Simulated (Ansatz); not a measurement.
Consider the cleavage of the Si–Si bond: `CO[SiH2][SiH](O)F` + `N[SiH2]F` → `CO[SiH2]N[SiH2]F` + `O[SiH2]F`.

Calculated with Ansatz (gas phase, PBE0-D4/def2-TZVP geometries, no zero-point term in ΔE). CBS: MP2 limit from def2 TZ/QZ plus the TZ coupled-cluster correction, frozen cores. Functionals use def2-TZVPP. B3LYP here is the variant with VWN-RPA as its local correlation; programs differ in this. Each species was taken in one conformer, which may not be the lowest.

```json
{"level": "PBE-D4", "ΔE (kJ/mol)": "-69.1", "difference from CCSD(T)/CBS": "23.1"}
{"level": "r2SCAN-D4", "ΔE (kJ/mol)": "-85.8", "difference from CCSD(T)/CBS": "6.4"}
{"level": "PBE0-D4", "ΔE (kJ/mol)": "-76.8", "difference from CCSD(T)/CBS": "15.4"}
{"level": "B3LYP-D4", "ΔE (kJ/mol)": "-85.2", "difference from CCSD(T)/CBS": "7.0"}
{"level": "ωB97M-V", "ΔE (kJ/mol)": "-93.2", "difference from CCSD(T)/CBS": "-1.0"}
{"level": "B2PLYP", "ΔE (kJ/mol)": "-91.2", "difference from CCSD(T)/CBS": "1.0"}
{"level": "PBE", "ΔE (kJ/mol)": "-68.1", "difference from CCSD(T)/CBS": "24.1"}
{"level": "PBE0", "ΔE (kJ/mol)": "-76.0", "difference from CCSD(T)/CBS": "16.2"}
{"level": "MP2/def2-TZVPP", "ΔE (kJ/mol)": "-101.1", "difference from CCSD(T)/CBS": "-8.9"}
{"level": "SCS-MP2/def2-TZVPP", "ΔE (kJ/mol)": "-101.0", "difference from CCSD(T)/CBS": "-8.8"}
{"level": "CCSD/def2-TZVPP", "ΔE (kJ/mol)": "-94.5", "difference from CCSD(T)/CBS": "-2.3"}
{"level": "CCSD(T)/def2-TZVPP", "ΔE (kJ/mol)": "-93.7", "difference from CCSD(T)/CBS": "-1.5"}
{"level": "HF/def2-QZVPP", "ΔE (kJ/mol)": "-104.0", "difference from CCSD(T)/CBS": "-11.8"}
{"level": "MP2/def2-QZVPP", "ΔE (kJ/mol)": "-100.8", "difference from CCSD(T)/CBS": "-8.6"}
{"level": "SCS-MP2/def2-QZVPP", "ΔE (kJ/mol)": "-100.6", "difference from CCSD(T)/CBS": "-8.4"}
{"level": "HF/CBS(def2)", "ΔE (kJ/mol)": "-104.2", "difference from CCSD(T)/CBS": "-12.0"}
{"level": "CCSD(T)/CBS", "ΔE (kJ/mol)": "-92.2", "difference from CCSD(T)/CBS": "0"}
```

Largest T1 diagnostic among the species: 0.012.

From PBE to PBE0 (25 % exact exchange), in def2-TZVPP and without D4, ΔE moves by −7.9 kJ/mol.
